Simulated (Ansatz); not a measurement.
Reaction (ligand exchange at a B–C bond): `B/C=C/C` + `[SiH3]N[SiH2]Cl` → `BN([SiH3])[SiH2]Cl` + `C=CC`

Computed with Ansatz on PBE0-D4/def2-TZVP structures; ΔE is electronic, products minus reactants. CBS: MP2 limit from def2 TZ/QZ plus the TZ coupled-cluster correction, frozen cores. Functionals use def2-TZVPP. B3LYP here is the variant with VWN-RPA as its local correlation; programs differ in this. HSE06 is defined as in plane-wave codes. Each species was taken in one conformer, which may not be the lowest.

```csv
level,ΔE (kJ/mol)
PBE-D4,-82.8
r2SCANh-D4,-83.2
ωB97X-V,-86.2
B3LYP,-79.3
HSE06,-79.9
RPA@PBE/def2-TZVPP,-90.9
CCSD/def2-TZVPP,-89.8
HF/CBS(def2),-78.8
```

**Question.** What does CCSD(T)/CBS give? (Best estimate.)

**Answer.** Ansatz gave: -89.4 kJ/mol. The listed levels differ from it by 6.6, 6.2, 3.2, 10.1, 9.5, -1.5, -0.4, 10.6 kJ/mol.

Largest T1 diagnostic among the species: 0.012.

In def2-TZVPP, CCSD(T) changes the Hartree–Fock value by −12.3 kJ/mol (the triples alone add −1.3 kJ/mol) and MP2 by −11.7 kJ/mol. The D4 term adds −6.4 kJ/mol with B3LYP and −3.4 kJ/mol with PBE0; it sums over pairs of atoms, weighted by their polarisabilities, and B3LYP, whose exchange is more repulsive, gets the larger term. From BLYP to BHLYP (50 % exact exchange), in def2-TZVPP and without D4, ΔE moves by −3.4 kJ/mol.
